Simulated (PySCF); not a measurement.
**AgH₃: one-bond stretch**

These are results of PySCF, PBE0, basis Ag def2-TZVP with ECP28, H def2-TZVP (scalar-relativistic core potentials, no spin–orbit coupling, density fitting), not measurements.

Rigid scan from the singlet minimum (Ag–H 1.621 Å, Ag–H 1.968 Å (×2), H–H 0.772 Å; Ag–H–H 78.7° (×2), H–Ag–H 22.6°, H–Ag–H 168.7° (×2)). Coordinate: the bond from Ag to the last atom (H) scaled, the rest fixed. Energies in kJ/mol from the minimum.

| scale of one bond | E (kJ/mol) | dipole size (D) |
| --- | --- | --- |
| 0.92 | 12.3 | 3.67 |
| 0.96 | 2.8 | 3.75 |
| 1.00 | 0.0 | 3.83 |
| 1.05 | 3.5 | 3.94 |
| 1.12 | 17.3 | 4.11 |
| 1.20 | 40.6 | 4.33 |
| 1.35 | 93.2 | 4.79 |
| 1.55 | 164.0 | – |
| 1.80 | 239.6 | – |
| 2.20 | 326.1 | – |

At long bonds a restricted determinant can lie too high, and another spin state can fall below this curve.

Other isomers or separated fragments may lie lower.
